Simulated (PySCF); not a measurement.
Vertical excitations of a molecule CH9ClSi3 from TDDFT-PBE0/def2-SVPD in PySCF, as energy in eV (oscillator strength): 5.71 (0.002), 6.22 (0.102), 6.45 (0.014), 6.82 (0.002), 6.97 (0.022), 7.05 (0.325), 7.20 (0.034), 7.47 (0.066), 7.58 (0.018), 7.61 (0.052). Lowest triplet (TDA): 5.06 eV. Geometry: PBE0-D3(BJ)/def2-SVP. Other conformers were not sampled.

**Question.** Identify the compound among the candidates.
A. C[Si@@H](Cl)[SiH2][SiH3]
B. C[Si]([SiH3])([SiH3])Cl
C. [SiH3]C[SiH2][SiH2]Cl
D. C[SiH2][Si@H]([SiH3])Cl

**Answer.** B, C[Si]([SiH3])([SiH3])Cl
